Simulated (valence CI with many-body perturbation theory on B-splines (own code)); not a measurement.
## E1 line list for S⁹⁺

Method: relativistic CI+MBPT: five valence electrons over a frozen Dirac-Fock core [He], radial functions for each j: 9 s, 9 p, 8 d, 6 f, 3 g, 1 h, with the one-electron correlation potential Σ1 (screened to all orders), the two-electron term Σ2, the three-electron term Σ3, Breit, model QED; selected single and double excitations, second order for the rest, scaled by the run's own slope (own B-spline code, finite nucleus).

No measured levels were compared; by estimate levels of excited configurations hold to 0.05 to 0.15 % of their energy, terms of the ground configuration to about 0.5 %. Among the levels kept, up to 2200 cm⁻¹ of a level comes from second order outside the variational space, and about a tenth of that is noise between levels of different J, which matters for small intervals.

Lines 101 to 150 of 242 in falling wavelength, among levels below 2417300 cm⁻¹, chosen from the strongest by gf and those to the six lowest levels. Wavelengths and rates use the calculated energies, so an error of 300 cm⁻¹ moves a line at 261.6 Å by 0.078 % and its rate by three times that or more. Electric multipoles are in the length gauge, E1 and E2 with the static RPA response of the core. Weak lines are less certain than strong ones. Lines between different terms over intervals too small for the method are left out, as are lines whose strength nearly cancels.

Letters in brackets count levels of one name in rising energy.

```
λ vac (Å)                   Upper            Lower   A (s⁻¹)  log gf  Branch %
    261.6             2p5 2P°_3/2    2s 2p4 2S_1/2  1.74e+09   -1.15       5.0
    259.4           2s 2p4 4P_3/2  2s2 2p3 4S°_3/2  5.28e+09   -0.67      99.9
    257.1           2s 2p4 4P_1/2  2s2 2p3 4S°_3/2  5.45e+09   -0.97     100.0
    255.1           2s 2p4 2D_3/2  2s2 2p3 2P°_3/2  8.52e+06   -3.48       0.1
    255.0           2s 2p4 2D_5/2  2s2 2p3 2P°_3/2  2.09e+09   -0.91      15.6
    253.9           2s 2p4 2D_3/2  2s2 2p3 2P°_1/2  1.40e+09   -1.27      10.1
    228.7           2s 2p4 2D_3/2  2s2 2p3 2D°_5/2  8.27e+08   -1.59       6.0
    228.6           2s 2p4 2D_5/2  2s2 2p3 2D°_5/2  1.10e+10   -0.29      82.0
    228.1           2s 2p4 2D_3/2  2s2 2p3 2D°_3/2  1.16e+10   -0.44      83.8
    228.0           2s 2p4 2D_5/2  2s2 2p3 2D°_3/2  3.23e+08   -1.82       2.4
    212.6             2p5 2P°_3/2    2s 2p4 2D_5/2  1.73e+10   -0.33      49.5
    212.5             2p5 2P°_3/2    2s 2p4 2D_3/2  2.59e+09   -1.15       7.4
    208.2           2s 2p4 2S_1/2  2s2 2p3 2P°_3/2  1.19e+10   -0.81      45.6
    207.6             2p5 2P°_1/2    2s 2p4 2D_3/2  1.94e+10   -0.60      54.2
    207.4           2s 2p4 2S_1/2  2s2 2p3 2P°_1/2  1.09e+10   -0.85      41.6
    196.7           2s 2p4 2P_3/2  2s2 2p3 2P°_3/2  7.69e+09   -0.75      14.1
    196.0           2s 2p4 2P_3/2  2s2 2p3 2P°_1/2  2.28e+09   -1.28       4.2
    193.4           2s 2p4 2P_1/2  2s2 2p3 2P°_3/2  1.48e+10   -0.78      27.4
    192.7           2s 2p4 2P_1/2  2s2 2p3 2P°_1/2  5.47e+09   -1.22      10.1
    189.9           2s 2p4 2S_1/2  2s2 2p3 2D°_3/2  3.31e+09   -1.45      12.7
    180.6           2s 2p4 2P_3/2  2s2 2p3 2D°_5/2  3.84e+10   -0.12      70.2
    180.3           2s 2p4 2P_3/2  2s2 2p3 2D°_3/2  6.29e+09   -0.91      11.5
    177.4           2s 2p4 2P_1/2  2s2 2p3 2D°_3/2  3.38e+10   -0.50      62.5
    164.1           2s 2p4 2S_1/2  2s2 2p3 4S°_3/2  2.37e+07   -3.72       0.1
    163.1             2p5 2P°_3/2    2s 2p4 4P_5/2  5.48e+07   -3.06       0.2
    156.9           2s 2p4 2P_3/2  2s2 2p3 4S°_3/2  6.17e+07   -3.04       0.1
    154.7           2s 2p4 2P_1/2  2s2 2p3 4S°_3/2  1.67e+07   -3.92       0.0
    55.08      2s2 2p2 3p 4D°_3/2    2s 2p4 4P_5/2  1.15e+08   -3.68       8.0
    54.78      2s2 2p2 3p 4D°_7/2    2s 2p4 4P_5/2  3.07e+08   -2.96      26.2
    54.75      2s2 2p2 3p 4P°_3/2    2s 2p4 4P_5/2  5.59e+09   -2.00      67.6
    54.64      2s2 2p2 3p 4P°_5/2    2s 2p4 4P_5/2  4.81e+09   -1.89      65.1
    54.39  2s2 2p2 3p 2D°_3/2 [a]    2s 2p4 4P_5/2  2.41e+08   -3.37      14.9
    54.15  2s2 2p2 3p 2D°_5/2 [a]    2s 2p4 4P_5/2  4.69e+08   -2.91      23.3
    54.12      2s2 2p2 3p 4S°_3/2    2s 2p4 4P_5/2  2.05e+10   -1.44      43.5
    52.74       2s 2p3 3s 6S°_5/2    2s 2p4 4P_5/2  8.55e+07   -3.67      73.2
    51.80  2s2 2p2 3p 2P°_3/2 [b]    2s 2p4 4P_5/2  4.46e+08   -3.14       2.5
    51.32       2s 2p3 3s 4S°_3/2    2s 2p4 4P_3/2  7.87e+10   -0.91      32.4
    51.13       2s 2p3 3s 4S°_3/2    2s 2p4 4P_5/2  1.24e+11   -0.71      51.1
    51.07       2s2 2p2 3s 4P_1/2  2s2 2p3 2P°_3/2  3.40e+08   -3.57       0.3
    50.95       2s2 2p2 3s 4P_3/2  2s2 2p3 2P°_3/2  4.25e+08   -3.18       0.4
    50.90       2s2 2p2 3s 4P_3/2  2s2 2p3 2P°_1/2  8.28e+07   -3.89       0.1
    50.85  2s2 2p2 3p 2P°_3/2 [c]    2s 2p4 4P_5/2  3.95e+08   -3.21       4.6
    50.42       2s2 2p2 3s 2P_1/2  2s2 2p3 2P°_3/2  2.26e+10   -1.76       6.6
    50.37       2s2 2p2 3s 2P_1/2  2s2 2p3 2P°_1/2  8.91e+10   -1.17      26.1
    50.23       2s2 2p2 3s 2P_3/2  2s2 2p3 2P°_3/2  1.18e+11   -0.75      34.7
    50.18       2s2 2p2 3s 2P_3/2  2s2 2p3 2P°_1/2  3.37e+10   -1.29       9.9
    49.88       2s2 2p2 3s 4P_1/2  2s2 2p3 2D°_3/2  2.01e+09   -2.82       1.8
    49.80       2s2 2p2 3s 4P_3/2  2s2 2p3 2D°_5/2  1.45e+09   -2.67       1.3
    49.77       2s2 2p2 3s 4P_3/2  2s2 2p3 2D°_3/2  5.16e+08   -3.12       0.5
    49.64       2s2 2p2 3s 4P_5/2  2s2 2p3 2D°_5/2  1.23e+09   -2.56       1.1
```

(1) How does gf follow from A for the line at 212.6 Å?

## Answers

(1) gf = 1.4992 × (2J+1)_upper × A / σ², with σ = 470477 cm⁻¹ and 2J+1 = 4: gf = 0.470.
